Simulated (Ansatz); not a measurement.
Consider the ligand exchange at the Si–C bond: `C=C=C([SiH3])[SiH3]` + `N=CF` → `F/C=N/[SiH3]` + `C=C=C[SiH3]`.

Isolated molecules relaxed with PBE0-D4/def2-TZVP in Ansatz; ΔE leaves out vibrations. CCSD(T)/CBS adds triple-zeta CCSD(T) − MP2 to the extrapolated MP2 energy (def2 sets, frozen cores). This one scheme is used for every species. DFT in def2-TZVPP. B3LYP here is the variant with VWN-RPA as its local correlation; programs differ in this. One conformer a species, not always the lowest.

```csv
level,ΔE (kJ/mol),difference from CCSD(T)/CBS
PBE-D4,-23.9,3.5
r2SCAN-D4,-29.3,-1.9
B3LYP-D4,-30.1,-2.7
ωB97X-V,-30.1,-2.7
B2PLYP,-33.8,-6.4
PBE-QIDH,-27.3,0.1
PBE,-28.4,-1.0
revPBE,-28.9,-1.5
r2SCAN0,-30.5,-3.1
BHLYP,-38.6,-11.2
HF/def2-SVP,-33.4,-6.0
CCSD/def2-SVP,-22.2,5.2
MP2/def2-TZVPP,-26.3,1.1
HF/def2-QZVPP,-41.9,-14.5
SCS-MP2/def2-QZVPP,-29.9,-2.5
CCSD/CBS(def2),-29.6,-2.2
CCSD(T)/CBS,-27.4,0
```

Largest T1 diagnostic among the species: 0.014.

Leaving LDA and LC-ωPBE aside and taking each functional with its dispersion term where it has one, the values, not all of them listed here, spread over 11.7 kJ/mol, from B2PLYP to revPBE-D4. At CCSD(T), def2-SVP lies +6.9 kJ/mol from the extrapolated value and def2-TZVPP +0.3 kJ/mol. The D4 term adds +7.2 kJ/mol with B3LYP and +4.2 kJ/mol with PBE0; it sums over pairs of atoms, weighted by their polarisabilities, and B3LYP, whose exchange is more repulsive, gets the larger term.
